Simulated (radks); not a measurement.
Results of a calculation; reference values are marked as such.
Orbital eigenvalues (eV) of the tantalum ion Ta+, [Xe] 4f14 5d3 6s1, at several levels of relativity; Dirac values are averaged over j with weights 2j + 1. Spin-unpolarised spherical Kohn-Sham, BLYP, point nucleus unless stated (finite: rms radius 5.3507 fm), a radial shooting solver on a logarithmic mesh with Libxc functionals. A level marked "c x" has the speed of light scaled by that factor and shares open shells by 2j + 1; other Dirac levels either fill j = l - 1/2 first or share by 2j + 1.

| shell | non-rel. | scalar-rel., finite nucleus | Dirac, 2j+1 shares | Dirac, low j first | change of magnitude, last against first (%) |
|---|---|---|---|---|---|
| 3s | -2312.0 | -2658.0 | -2653.2 | -2652.8 | +14.74 |
| 3p | -2114.8 | -2233.0 | -2243.3 | -2242.9 | +6.06 |
| 3d | -1746.9 | -1736.4 | -1732.5 | -1732.0 | -0.85 |
| 4s | -462.34 | -547.29 | -546.31 | -545.90 | +18.07 |
| 4p | -380.50 | -407.83 | -410.54 | -410.12 | +7.79 |
| 4d | -231.66 | -229.15 | -228.63 | -228.21 | -1.49 |
| 5s | -67.060 | -80.042 | -79.898 | -79.518 | +18.58 |
| 5p | -43.983 | -46.469 | -46.916 | -46.575 | +5.89 |
| 4f | -39.021 | -31.718 | -31.606 | -31.195 | -20.05 |
| 5d | -11.295 | -10.400 | -10.402 | -10.195 | -9.74 |
| 6s | -10.300 | -11.610 | -11.610 | -11.510 | +11.75 |
| 6p (empty) | -6.4830 | -6.6144 | -6.6564 | -6.5985 | +1.78 |
